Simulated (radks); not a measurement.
The numbers below are computed, except where a source is named.
Ionisation of the xenon ion Xe9+, [Kr] 4d9, to Xe10+, [Kr] 4d8, under several functionals. Dirac Kohn-Sham, spin-unpolarised, spherical densities, point nucleus; open shells are shared between the two j in proportion to 2j + 1; a radial shooting solver on a logarithmic mesh with Libxc functionals.

functional	E(Xe9+) (hartree)	Exc (hartree)	IE (eV)	-e(HOMO) (eV)	<r> HOMO (bohr)	IE error (eV)
exchange-only LDA	-7417.21664	-171.79344	203.28	189.68	0.8388	+1.3
BP86	-7429.19965	-183.91573	205.37	191.75	0.8367	+3.4
OLYP	-7430.83926	-185.65758	206.08	192.43	0.8350	+4.1
AM05	-7422.28469	-176.91754	205.25	191.63	0.8368	+3.3
PW91	-7428.95882	-183.66794	205.43	191.81	0.8373	+3.4
exchange-only B88	-7426.25915	-180.94391	203.69	190.08	0.8382	+1.7
revPBE	-7428.26628	-182.97196	205.28	191.66	0.8370	+3.3

NIST Atomic Spectra Database: 202 eV (theoretical). Closest: exchange-only LDA. The Delta-SCF values span 2.79 eV, the total energies 13.62 hartree. The highest occupied level is 4d5/2. Spin polarisation and multiplet splitting are left out, so open shells lie too high by an amount that depends on their filling. Sharing an open shell by 2j + 1 raises it above the true ground level by a part of the spin-orbit splitting, which enters the differences from NIST.

Beside tabulated values, note that spin-unpolarised runs miss the spin-polarisation part of the exchange energy of open shells.
